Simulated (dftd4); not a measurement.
C₅H₁₁Se (SMILES C[CH][Se]C(C)C), doublet, at a GFN2-xTB geometry; D4 for tpssh run with dftd4.

Input for dftd4:
```
$ dftd4 mol.xyz --func tpssh --charge 0 --json dftd4.json --noedisp --grad

# file mol.xyz
17

C      2.29637255    -0.94634639     0.75234700
C      1.59938250    -0.62937542    -0.52463166
Se     0.20345855     0.57348155    -0.67304375
C     -1.00289763    -0.04927358     0.82172781
C     -1.38403725    -1.49819032     0.59098751
C     -2.20743354     0.87237582     0.87129765
H      3.12174512    -0.25208013     0.94207276
H      2.72498373    -1.94772873     0.69603122
H      1.62010201    -0.90815918     1.60305648
H      2.20050582    -0.66402759    -1.42328111
H     -0.41621143     0.05496636     1.73939848
H     -1.96706730    -1.86982428     1.43274878
H     -1.98226257    -1.59236799    -0.31357124
H     -0.49544456    -2.11747333     0.48177907
H     -2.85759208     0.59143629     1.69862159
H     -1.89749548     1.90695479     1.01045726
H     -2.77717372     0.80479040    -0.05419601
```

### Question
What does dftd4 print? Leave out banner, timings and long lists.

### Answer

```
                    ____  _____ _____     ____  _  _
      -------------|  _ \|  ___|_   _|---|  _ \| || |------------
     |             | | | | |_    | | ___ | | | | || |_           |
     |             | |_| |  _|   | ||___|| |_| |__   _|          |
     |             |____/|_|     |_|     |____/   |_|            |
     |             ===================================           |
     |            E. Caldeweyher, S. Ehlert & S. Grimme          |
     |          Mulliken Center for Theoretical Chemistry        |
     |                    University of Bonn                     |
      -----------------------------------------------------------

Rational (Becke-Johnson) damping: tpssh-D4-ATM
---------------------
  s6         1.0000
  s8         1.8590
  s9         1.0000
  a1         0.4429
  a2         4.6023
 alp        16.0000
--------------------

Dispersion energy:      -1.8432451354896E-02 Eh

Gradient norm:           1.4057065490402E-03 Eh/a0
--------------------------------------------------
     #    Z           dE/dx      dE/dy      dE/dz
--------------------------------------------------
     1    6 C     5.247E-04 -1.210E-04  1.525E-04
     2    6 C     4.562E-04 -2.876E-05 -2.239E-04
     3   34 Se    1.988E-04  4.439E-04 -5.542E-04
     4    6 C    -2.783E-04  7.098E-05  1.260E-04
     5    6 C    -3.734E-04 -4.008E-04  7.395E-05
     6    6 C    -3.693E-04  2.628E-04  1.319E-04
     7    1 H     1.265E-04 -2.568E-05  4.289E-05
     8    1 H     1.345E-04 -6.771E-05  3.562E-05
     9    1 H     1.869E-04 -3.847E-05  5.446E-05
    10    1 H     5.853E-05  7.167E-06 -6.670E-05
    11    1 H    -8.983E-05  4.499E-05  4.758E-05
    12    1 H    -9.209E-05 -1.333E-04  6.115E-05
    13    1 H    -9.588E-05 -1.096E-04 -1.186E-05
    14    1 H    -1.048E-04 -1.323E-04  1.339E-05
    15    1 H    -1.104E-04  6.375E-05  6.877E-05
    16    1 H    -7.813E-05  9.446E-05  3.666E-05
    17    1 H    -9.414E-05  6.944E-05  1.181E-05
--------------------------------------------------

Virial:
--------------------------------------------------
      component           x          y          z
--------------------------------------------------
          x       1.127E-02 -1.265E-03 -1.683E-03
          y      -1.265E-03  4.463E-03 -7.740E-04
          z      -1.683E-03 -7.740E-04  2.737E-03
--------------------------------------------------

[Info] Dispersion results written to 'dftd4.txt'
[Info] JSON dump of results written to 'dftd4.json'
```
